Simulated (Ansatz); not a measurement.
Zr(NH2)F3 (ZrNF3H2), 7 atoms. Hardware: 2 threads of AMD EPYC 7R13 on a shared host.

In the def2 sets Zr takes a core potential; there is no spin–orbit coupling. Correlated methods freeze 4 core orbitals; core or outer-core shells of Zr are correlated, in sets that lack core-valence functions.

Problem. How many basis functions does each of these Ansatz runs have, and roughly what does it cost? B3LYP-D4/def2-TZVP, charge 0 singlet, energy, from earlier orbitals; PBE0-D4/def2-TZVP, charge 0 singlet, energy and forces, from earlier orbitals; MP2/def2-TZVP, charge 0 singlet, energy, from earlier orbitals; PBE-D4/def2-TZVP, charge 0 singlet, energy, from earlier orbitals; r2SCAN-D4/def2-TZVP, charge 0 triplet at the geometry of the charge 0 singlet, energy, from earlier orbitals; PBE-D4/def2-TZVP, charge 1 doublet at the geometry of the charge 0 singlet, energy, from earlier orbitals; PBE-D4/def2-SVP, charge 0 singlet, energy, from earlier orbitals; PBE0-D4/def2-TZVP, charge 1 doublet at the geometry of the charge 0 singlet, energy, from earlier orbitals; r2SCAN0-D4/def2-TZVP, charge 0 singlet, energy, from earlier orbitals; RPA@PBE/def2-TZVP, charge 0 singlet, energy, from earlier orbitals; r2SCAN-D4/def2-TZVP, charge 0 singlet, energy, from earlier orbitals; r2SCAN-D4/def2-TZVP, charge 1 doublet at the geometry of the charge 0 singlet, energy, from earlier orbitals.

Solution. Other jobs shared the machine, so times can vary by a factor of up to 3. A dash marks memory too small to be measured apart from the calling script's.

```
                                                                                                         run  functions  fitting or Cholesky vectors  wall time  peak host memory (GiB)
                                            PBE-D4/def2-SVP, charge 0 singlet, energy, from earlier orbitals         97                         1010      1.1 s                       –
                                           PBE-D4/def2-TZVP, charge 0 singlet, energy, from earlier orbitals        176                         1032        2 s                       –
                                         B3LYP-D4/def2-TZVP, charge 0 singlet, energy, from earlier orbitals        176                         1066      2.7 s                       –
                                              MP2/def2-TZVP, charge 0 singlet, energy, from earlier orbitals        176                         1282      2.8 s                       –
                                        r2SCAN-D4/def2-TZVP, charge 0 singlet, energy, from earlier orbitals        176                         1032      3.5 s                       –
   PBE-D4/def2-TZVP, charge 1 doublet at the geometry of the charge 0 singlet, energy, from earlier orbitals        176                         1032      3.7 s                       –
                               PBE0-D4/def2-TZVP, charge 0 singlet, energy and forces, from earlier orbitals        176                         1110        4 s                       –
                                       r2SCAN0-D4/def2-TZVP, charge 0 singlet, energy, from earlier orbitals        176                         1110      4.3 s                       –
                                          RPA@PBE/def2-TZVP, charge 0 singlet, energy, from earlier orbitals        176                         1282      4.9 s                       –
  PBE0-D4/def2-TZVP, charge 1 doublet at the geometry of the charge 0 singlet, energy, from earlier orbitals        176                         1110        5 s                       –
r2SCAN-D4/def2-TZVP, charge 1 doublet at the geometry of the charge 0 singlet, energy, from earlier orbitals        176                         1032      7.5 s                       –
r2SCAN-D4/def2-TZVP, charge 0 triplet at the geometry of the charge 0 singlet, energy, from earlier orbitals        176                         1032       12 s                       –
```
